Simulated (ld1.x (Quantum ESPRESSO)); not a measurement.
**u(r) = r·R(r): atom against pseudo-atom (Li)**

Columns: radius, all-electron u(r) and pseudo u(r) of the 1s shell (level -51.85 eV) of lithium in the configuration 1s2 2s1 2p0; PBE, scalar-relativistic, RRKJ scheme, ld1.x (Quantum ESPRESSO) 7.5.

```csv
r (bohr),all-electron,pseudo
0.210,1.0497,1.0597
0.420,1.1650,1.1650
0.630,0.9978,0.9978
0.840,0.7760,0.7760
1.050,0.5753,0.5753
1.260,0.4150,0.4150
1.470,0.2938,0.2938
1.680,0.2050,0.2050
1.890,0.1418,0.1418
2.100,0.0978,0.0978
2.310,0.0672,0.0672
2.520,0.0460,0.0460
2.730,0.0314,0.0314
2.940,0.0214,0.0214
3.150,0.0146,0.0146
3.360,0.0099,0.0099
3.570,0.0067,0.0067
3.780,0.0045,0.0045
3.990,0.0031,0.0031
4.200,0.0021,0.0021
4.410,0.0014,0.0014
4.620,0.0009,0.0009
4.830,0.0006,0.0006
5.040,0.0004,0.0004
5.250,0.0003,0.0003
5.460,0.0002,0.0002
```

Q: How many radial nodes do the two functions have?

A: The all-electron 1s function has n − l − 1 = 0; the pseudo-wave has 0.

Q: At about which radius was the pseudo-wave matched?

A: 0.35 bohr, where the columns begin to agree (steps of 0.21 bohr).

Q: Is the pseudo-wave norm-conserving?

A: Yes: the RRKJ scheme keeps the norm inside the radius equal to the all-electron one, which fixes the energy derivative of the logarithmic derivative at the level.
